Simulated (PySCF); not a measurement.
# Spinor energies of Ge⁴⁺ (germanium, charge +4)

Start: [Ar] 3d10. Calculated with PySCF 2.14 in x2c-TZVPall-2c (6s7p4d1f, 54 functions): generalised Hartree-Fock with the X2C-1e Hamiltonian and a Gaussian nucleus; one run each with spin-orbit coupling (SO) switched off, then screened by Boettger's factors.

| spinor shell | electrons | ε, spin-free (eV) | ε, screened SO (eV) | weight of nominal j (screened SO) | rms radius, screened SO (bohr) |
| --- | --- | --- | --- | --- | --- |
| 1s1/2 | 2 | -11229.4 | -11229.1 | 1.000 | 0.0542 |
| 2s1/2 | 2 | -1503.0 | -1502.9 | 1.000 | 0.227 |
| 2p1/2 | 2 | -1315.0 | -1336.9 | 1.000 | 0.201 |
| 2p3/2 | 4 | -1315.0 | -1304.5 | 1.000 | 0.204 |
| 3s1/2 | 2 | -250.05 | -250.04 | 1.000 | 0.668 |
| 3p1/2 | 2 | -190.58 | -193.69 | 1.000 | 0.691 |
| 3p3/2 | 4 | -190.58 | -189.08 | 1.000 | 0.702 |
| 3d3/2 | 4 | -92.359 | -92.738 | 1.000 | 0.791 |
| 3d5/2 | 6 | -92.359 | -92.104 | 1.000 | 0.796 |

```
   quantity    spin-free  screened SO
E (hartree)  -2093.35535  -2093.43246
        M_J            0            0
       ⟨J²⟩        0.000        0.000
       ⟨L²⟩        0.000        0.002
       ⟨S²⟩        0.000        0.002
```

Without spin-orbit coupling the j labels of p, d and f shells carry no meaning; the spin-free column gives the mean over the occupied spinors of each nl shell.
